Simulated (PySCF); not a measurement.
C₅H₆O₂S.
SMILES with atom numbers: `[CH3:1][S:2][c:3]1[cH:4][cH:5][c:6]([OH:7])[o:8]1`

NICS is the negative of the GIAO shielding at a point without a nucleus: at the ring centre (0) and 1 Å above and below it (1); zz is the component along the ring normal. Level: GIAO PBE0/pcSseg-1 (PySCF, non-relativistic, gas phase) on the GFN2-xTB geometry, one conformer.

Ring bond lengths (Å), with Mayer bond orders in brackets: C3–C4 1.360 (1.58), C4–C5 1.422 (1.23), C5–C6 1.358 (1.59), C6–O8 1.355 (1.05), O8–C3 1.362 (0.98).

Task: Give the NICS values of each ring in ppm.

Result: 
```tsv
ring	type	NICS(0)	NICS(1), two faces	NICS(1)zz, two faces	rms pucker (Å)	centre to ring atoms, mean (Å)
C3–C4–C5–C6–O8	5-membered ring with O; formal bonds all aromatic	-11.3	-8.3 / -8.3	-20.1 / -20.1	0.00	1.17
```

Task: What do they say, and how far can they be read as aromaticity?

Result: 
- C3–C4–C5–C6–O8: mean NICS(1)zz -20.1 ppm, shielded, aromatic by this magnetic criterion (flat ring, no four-coordinate atom).

Task: How equal are the bonds by HOMA? HOMA = 1 − mean of α(R − Ropt)² over the ring bonds, with Krygowski's 1993 parameters (CC: Ropt 1.388 Å, α 257.7 Å⁻²; CO: Ropt 1.265 Å, α 157.38 Å⁻²).

Result: 
- C3–C4–C5–C6–O8: HOMA 0.30; the largest term is that of O8–C3, α(R − Ropt)² = 1.47.

Task: At the second NICS(1) probe listed for ring C3–C4–C5–C6–O8, 1 Å off the ring, what do the in-plane components average?

Result: The isotropic value is a third of the trace: (3 × -8.3 − (-20.1))/2 = -2.4 ppm.

Task: List the ring angles and the Hirshfeld charges of the ring atoms.

Result: 
- C3–C4–C5–C6–O8: C3 110.5° (+0.016 e), C4 106.3° (-0.105 e), C5 105.7° (-0.119 e), C6 111.2° (+0.124 e), O8 106.2° (-0.072 e); sum 540.0° against 540° for a flat convex ring.

Task: What are the shieldings of the ring atoms and their hydrogens in the same run (means over atoms taken as equivalent)?

Result: 
```csv
atoms,environment,σ isotropic (ppm)
C3,substituted aromatic carbon,48.2
C4,aromatic CH carbon,75.1
C5,aromatic CH carbon,98.8
C6,aromatic carbon bearing oxygen,21.4
O8,furan-type oxygen,58.5
H on C4,aromatic hydrogen,25.51
H on C5,aromatic hydrogen,26.23
```

Hardware: one thread of an Arm Neoverse V2, shared host with 96 logical CPUs at a one-minute load of 23. Cost: 19 s, 0.78 GiB resident at most. This is the whole shielding run at PBE0/pcSseg-1, SCF included.

The values belong to the conformer `[CH3:1][S:2][c:3]1[cH:4][cH:5][c:6]([OH:7])[o:8]1`: C1–S2–C3–C4 180°, H–O7–C6–C5 180°.
